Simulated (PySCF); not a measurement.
All values below come from PBE-D3(BJ)/def2-TZVP // BP86-D3(BJ)/def2-SVP in PySCF. All species are isolated molecules in the gas phase. One relaxed conformer stands for a flexible species; it need not be the lowest. 

Reference species: [Mo(F)6] (neutral, multiplicity 1).

| Quantity | Value |
|---|---|
| coordination number | 6 |
| HOMO–LUMO gap | 4.33 eV |
| HOMO | -10.68 eV |
| LUMO | -6.35 eV |

Changed species: [Mo(F)3(NH2)3] (3 of 6 F replaced by NH2; the reference has 0 of 6 F replaced by NH2).

Task: What does the change do to the coordination number, HOMO–LUMO gap, HOMO and LUMO?

Result: the coordination number is nearly the same; the HOMO–LUMO gap decreases by 1.48 eV, to 2.85 eV; the HOMO rises by 4.08 eV, to -6.60 eV; the LUMO rises by 2.61 eV, to -3.74 eV.
